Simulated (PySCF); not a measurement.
**How methods differ on the ionisation energy of Ce(52+)**

Ce(52+) [He] 2s2 2p2 (3P) → Ce(53+) [He] 2s2 2p1 (2P), as a difference of total energies. Calculation: PySCF 2.14, in an uncontracted even-tempered set (17 s from 28 bohr⁻², ratio 2.2; 10 p from 36 bohr⁻², ratio 2.2; 5 d from 140 bohr⁻², ratio 2.4; 5 f from 200 bohr⁻², ratio 2.4; 4 g from 310 bohr⁻², ratio 2.4); no relativity, point nucleus. Correlated levels: nothing frozen; virtual orbitals above 40 to 60 times the deepest correlated orbital energy dropped. The calculations carry no spin-orbit coupling.

```
                 method  ionisation energy (eV)
                    UHF                 10015.6
                    LDA                 10009.8
                    PBE                 10013.6
                   PBE0                 10014.4
                 r2SCAN                 10018.1
                   TPSS                 10013.3
                r2SCANh                 10017.9
    MP2 (all electrons)                 10013.8
SCS-MP2 (all electrons)                 10013.0
```

Spin-orbit coupling is strong in these open shells (close to jj coupling). The scalar numbers leave it out and a first-order estimate fails, so it can dominate the gap to the real levels.

The gap to the reference is mostly relativistic.

For comparison: 10542 ± 4 eV (theoretical estimate listed by NIST; NIST Atomic Spectra Database, ionization energies).
